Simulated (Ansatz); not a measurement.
A nudged elastic band was laid between two geometries of Cl2Sn + H4Si (8 atoms, charge 0, multiplicity 1).

Theory: RKS B3LYP-D4/def2-SVP in Ansatz.

```yaml
movable_images: 5
climbing_image: yes
spring: 5.0 eV/Å²
optimiser: quadratic models (default)
start_path: through a guess of the saddle point
force_threshold: 0.05 eV/Å
iteration_limit: 60
end_points: relaxed
```

Initial state:

```xyz
8
Properties=species:S:1:pos:R:3
Sn -0.082 -0.749 -2.339
Cl 0.226 -2.516 -0.704
Cl -2.357 -0.137 -1.800
H 0.666 0.732 -0.489
Si 0.431 0.668 1.002
H -0.869 0.002 1.247
H 1.569 -0.077 1.598
H 0.415 2.078 1.486
```

Final state:

```xyz
8
Properties=species:S:1:pos:R:3
Sn 0.020 -0.292 -1.144
Cl 0.206 -2.659 -1.107
Cl -2.187 0.190 -1.876
H 1.061 0.244 -2.400
Si 0.204 0.522 1.301
H -0.867 -0.165 2.071
H 1.549 0.161 1.826
H 0.013 1.999 1.329
```

Task: Which bonds break or form, and what moves?

Result: Bonds broken: H4–Si5. Bonds formed: Sn1–H4, Sn1–Si5. Cl2Sn + H4Si becomes Cl2H4SiSn.

Task: What energy profile does the band end with?

Result: It converged. The highest image is number 3 of 0 to 6, 66.8 kcal/mol above the first end and 54.7 kcal/mol above the last; the last end lies 12.1 kcal/mol above the first. Neighbouring images differ by up to 1.5 eV, so the band resolves the path poorly. A vibrational analysis at the climbing image gives one clearly imaginary mode, 901i cm⁻¹: a first-order saddle point. The orbitals stay closed-shell, which can raise the energy where a bond breaks towards radicals; this wasn't checked here.

```json
{"image": "0", "path coordinate (Å)": "0.00", "energy (kcal/mol)": "0.0", "H4–Si5 (Å)": "1.51", "Sn1–H4 (Å)": "2.49", "Sn1–Si5 (Å)": "3.67"}
{"image": "1", "path coordinate (Å)": "0.64", "energy (kcal/mol)": "0.8", "H4–Si5 (Å)": "1.53", "Sn1–H4 (Å)": "2.29", "Sn1–Si5 (Å)": "3.49"}
{"image": "2", "path coordinate (Å)": "1.28", "energy (kcal/mol)": "31.5", "H4–Si5 (Å)": "1.99", "Sn1–H4 (Å)": "1.93", "Sn1–Si5 (Å)": "3.17"}
{"image": "3", "path coordinate (Å)": "1.92", "energy (kcal/mol)": "66.8", "H4–Si5 (Å)": "2.58", "Sn1–H4 (Å)": "1.70", "Sn1–Si5 (Å)": "2.86"}
{"image": "4", "path coordinate (Å)": "2.47", "energy (kcal/mol)": "35.7", "H4–Si5 (Å)": "2.98", "Sn1–H4 (Å)": "1.70", "Sn1–Si5 (Å)": "2.54"}
{"image": "5", "path coordinate (Å)": "3.01", "energy (kcal/mol)": "16.3", "H4–Si5 (Å)": "3.44", "Sn1–H4 (Å)": "1.72", "Sn1–Si5 (Å)": "2.52"}
{"image": "6", "path coordinate (Å)": "3.55", "energy (kcal/mol)": "12.1", "H4–Si5 (Å)": "3.81", "Sn1–H4 (Å)": "1.72", "Sn1–Si5 (Å)": "2.58"}
```

Task: What is the geometry of the highest image?

Result: 
```xyz
8
Properties=species:S:1:pos:R:3
Sn -0.003 -0.443 -1.686
Cl 0.261 -2.647 -0.844
Cl -2.294 0.173 -1.613
H 1.189 0.726 -1.353
Si 0.211 0.455 1.017
H -0.947 -0.208 1.689
H 1.493 0.005 1.639
H 0.090 1.939 1.152
```

The run took 4.8 min on 2 threads of AMD EPYC 9R14 (Zen 4) (shared host), peak memory 0.27 GiB.
